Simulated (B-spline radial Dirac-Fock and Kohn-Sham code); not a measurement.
**How the binding energies of Be⁺ add up**

System: the Be⁺ ion in the configuration [He] 2s1, inside a Watson sphere of charge -1 and radius 2 Å (a model of the Madelung potential; inside it an electron's potential energy is raised by 7.2 eV); nuclear rms radius 2.519 fm (A = 9).

Input file task.json (cfg lists n, l and occupation; rrms is the nuclear radius in fm):

```json
{"items": [{
  "Z": 4,
  "q": 1,
  "cfg": [[1, 0, 2], [2, 0, 1]],
  "A": 9,
  "rrms": 2.519,
  "watson": [-1, 2.0],
  "do": ["binding"]
}]}
```

Run with: `python xray_run.py task.json out`

These are calculated numbers from an atomic code on a B-spline grid; the model is ΔSCF Dirac-Fock with Breit, self-energy and vacuum polarisation, finite nucleus, configuration average. Electron correlation is not included. Energies are counted from the vacuum level. Subshells whose hole state is unreliable or did not converge are left out.

All terms are in eV, carry their sign (relaxation lowers the binding energy) and add up to the binding energy; ⟨r⟩ is the mean radius of the orbital in the initial state.

```
subshell  −ε (Koopmans)  relaxation  Gaunt  retardation  self-energy  vacuum polarisation  binding energy  ⟨r⟩ (bohr)
      L1          11.00        0.00   0.00         0.00         0.00                 0.00           11.00       2.324
```
